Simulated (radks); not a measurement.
The numbers below are computed, except where a source is named.
The holmium ion Ho2+, configuration [Xe] 4f11 (the NIST ground configuration). Code: a radial shooting solver on a logarithmic mesh with Libxc functionals. Model: Dirac Kohn-Sham, BLYP, spin-unpolarised, spherical densities, finite nucleus; open shells are shared between the two j in proportion to 2j + 1; Fermi nuclear charge, rms radius 5.2022 fm.

Normalised radial functions P(r) = r R(r) (large component), r in bohr:

| r | 4f7/2 |
|---|---|
| 0.0008564 | 0.0000 |
| 0.001133 | 0.0000 |
| 0.001499 | 0.0000 |
| 0.001984 | 0.0000 |
| 0.002625 | 0.0000 |
| 0.003473 | 0.0000 |
| 0.004595 | 0.0000 |
| 0.00608 | 0.0000 |
| 0.008045 | 0.0000 |
| 0.01064 | 0.0000 |
| 0.01408 | 0.0001 |
| 0.01863 | 0.0004 |
| 0.02466 | 0.0010 |
| 0.03262 | 0.0028 |
| 0.04317 | 0.0072 |
| 0.05711 | 0.0179 |
| 0.07557 | 0.0422 |
| 0.09999 | 0.0929 |
| 0.1323 | 0.1886 |
| 0.175 | 0.3473 |
| 0.2316 | 0.5705 |
| 0.3064 | 0.8224 |
| 0.4055 | 1.0258 |
| 0.5365 | 1.0965 |
| 0.7098 | 1.0100 |
| 0.9392 | 0.8165 |
| 1.243 | 0.5898 |
| 1.644 | 0.3843 |
| 2.176 | 0.2260 |
| 2.879 | 0.1180 |
| 3.809 | 0.0517 |
| 5.039 | 0.0171 |

4f7/2: eigenvalue -16.710 eV, 0 radial nodes, <r> = 0.853 bohr, 90 % of the charge inside 1.50 bohr.
